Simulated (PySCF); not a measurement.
Property card for `[SiH2](C#CCN)N([SiH3])[SiH3]`

Species: C3H12N2Si3.
Geometry (GFN2-xTB, Å), atoms numbered from 1 in this order:
```
atom  x, y, z in Å
N1     3.4120    0.8605   -1.5718
C2     3.1151    1.6556   -0.3850
C3     1.8457    1.3079    0.2421
C4     0.7803    0.9233    0.6563
Si5   -0.8441    0.3806    1.3441
N6    -1.5605   -0.7886    0.2530
Si7   -2.6306   -1.9995    0.9069
Si8   -1.5537   -0.4814   -1.4625
H9     2.6929    1.0013   -2.2745
H10    3.4141   -0.1268   -1.3351
H11    3.1015    2.7114   -0.6773
H12    3.9287    1.5090    0.3342
H13   -0.6247   -0.2925    2.6260
H14   -1.7202    1.5530    1.4840
H15   -2.0295   -2.5015    2.1422
H16   -3.9493   -1.4200    1.1911
H17   -2.7518   -3.0656   -0.0843
H18   -1.7510   -1.7600   -2.1417
H19   -0.2548    0.0911   -1.8109
H20   -2.6253    0.4527   -1.8264
```

Among its groups: alkyne, amine, Si–H bond and C–Si bond.

**GFN2-xTB geometry**

```yaml
Point_group_of_the_GFN2-xTB_geometry: C1
Rotational_constants_A_B_C_of_the_GFN2-xTB_geometry: 2.116, 0.519, 0.454 GHz
```

**PBE0/pcSseg-1 ground state and GIAO shieldings, non-relativistic (PySCF)**

```yaml
Dipole_moment: 0.28 D
HOMO_energy: -7.22 eV
LUMO_energy: -0.53 eV
HOMO–LUMO_gap: 6.69 eV
Lowest_Hirshfeld_atomic_charge: -0.34 e on N6
Highest_Hirshfeld_atomic_charge: +0.38 e on Si5
13C_chemical_shifts_computed_TMS_as_zero_by_class: 121.7 (C3), 87.1 (C4), 36.9 (C2) ppm
1H_chemical_shifts_computed_TMS_as_zero_by_class: 5.07 (H13/H14), 4.86 (H15/H16/H17/H18/H19/H20), 3.66 (H11/H12), 0.98 (H9/H10) ppm
Isotropic_shieldings_of_nuclei_other_than_C_and_H_by_class: 222 (N1), 268 (N6), 397 (Si7/Si8), 401 (Si5) ppm
Mayer_bond_orders_between_heavy_atoms: N1–C2 1.05, C2–C3 1.04, C3–C4 2.53, C4–Si5 0.97, Si5–N6 0.90, N6–Si7 0.90, N6–Si8 0.89
```

Monoisotopic mass (most abundant isotopes): 160.0308 u.

The rotational constants make it an asymmetric top with κ = (2B − A − C)/(A − C) = -0.92, nearer the prolate limit (−1). With B = h/(8π²I), that is 505.379 GHz u Å² over I, the principal moments of inertia are 238.9, 972.8 and 1112.7 u Å² (most abundant isotopes). The dipole equals about 0.9 × 10⁻³⁰ C·m (1 D = 3.33564 × 10⁻³⁰ C·m).

Isolated species at its GFN2-xTB geometry (one conformer only). GFN2-xTB frequencies show an imaginary mode (33i cm⁻¹), so this geometry is no minimum at that level. NMR classes are plain means over equivalent atoms (diastereotopic ones count apart unless rotation or inversion swaps them), as if these changed places fast; in this geometry the members of some classes differ.
